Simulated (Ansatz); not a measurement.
Reactions of `CC[Si]CC`.

Isolated molecules relaxed with PBE0-D4/def2-TZVP in Ansatz; ΔE leaves out vibrations. CCSD(T)/CBS is the MP2 limit (def2-TZVPP, def2-QZVPP) plus CCSD(T) − MP2 in def2-TZVPP, frozen cores. This one scheme is used for every species. DFT in def2-TZVPP. Elements past krypton have def2 core potentials. For Sn outer-core shells are correlated without core-valence functions, which leaves a few kJ/mol of doubt a bond. One conformer a species, not always the lowest.

```
                                                               reaction  MP2/CBS(def2) (kJ/mol)  PBE-D4 (kJ/mol)  PBE0-D4 (kJ/mol)  CCSD/CBS(def2) (kJ/mol)  CCSD(T)/CBS(def2) (kJ/mol)
                                    `CC[Si]CC` + H₂O → `CC[Si]O` + `CC`                    -151             -152              -151                     -153                        -151
                                             `CC[Si]CC` → `C[SiH]1CCC1`                    -153             -137              -146                     -137                        -138
                                            `CC[Si]CC` → `C[Si]1(C)CC1`                    -136             -124              -129                     -117                        -119
                                            `CC[Si]CC` → `[SiH3]C1CCC1`                     -60              -45               -55                      -48                         -48
`CC[Si]CC` + `[SiH3]O[SiH2][SiH3]` → `CC[Si]O[SiH3]` + `CC[SiH2][SiH3]`                     -56              -62               -59                      -55                         -56
                                 `CC[Si]CC` + CH₃OH → `CC[Si]OC` + `CC`                    -155             -150              -149                     -153                        -153
                  `CC[Si]CC` + `Clc1ccccc1` → `CC[Si]Cl` + `CCc1ccccc1`                    -184             -174              -179                     -183                        -181
                                   `CC[Si]CC` + HCl → `CC[Si]Cl` + `CC`                    -158             -157              -157                     -155                        -154
                  `CC[Si]CC` + `O[SiH](O)S` → `CS[SiH](O)O` + `CC[Si]C`                      -4               -6                -5                       -3                          -3
                  `CC[Si]CC` + `C[O][SnH3]` → `CC[O][SnH3]` + `CC[Si]C`                     -28              -27               -27                      -29                         -29
```

Largest T1 diagnostic: 0.013, for `CC[Si]OC`.
